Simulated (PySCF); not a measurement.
SMILES C=[CH][In]([CH2]C)[CH2]C (GFN2-xTB optimised geometry):

```
20

In    -0.444    -0.064     0.000
C      1.842    -0.064     0.000
C      2.381    -1.488     0.028
H      2.185     0.495     0.875
H      2.196     0.465    -0.889
H      2.052    -2.043    -0.853
H      2.026    -2.019     0.914
H      3.474    -1.497     0.044
C     -1.658    -1.990     0.082
C     -2.243    -2.201     1.474
H     -1.012    -2.829    -0.188
H     -2.461    -1.937    -0.658
H     -2.876    -1.360     1.761
H     -1.450    -2.295     2.218
H     -2.850    -3.110     1.511
C     -1.567     1.884     0.000
C     -2.888     1.899    -0.063
H     -1.030     2.829     0.051
H     -3.474     2.814    -0.065
H     -3.464     0.982    -0.117
```

Calculation: PBE0/def2-SVP, def2 effective core potentials past Kr (PySCF 2.14.0).

Q: What are the frontier orbital energies and the dipole moment?

A: HOMO-2 -7.65 eV, HOMO-1 -6.70 eV, HOMO -6.43 eV, LUMO -1.21 eV, LUMO+1 0.10 eV; dipole moment 0.31 D.

On the same geometry PBE/def2-SVP, def2 effective core potentials past Kr (PySCF) gives HOMO-2 -6.51 eV, HOMO-1 -5.53 eV, HOMO -5.31 eV, LUMO -1.95 eV, LUMO+1 -0.75 eV; dipole moment 0.31 D.
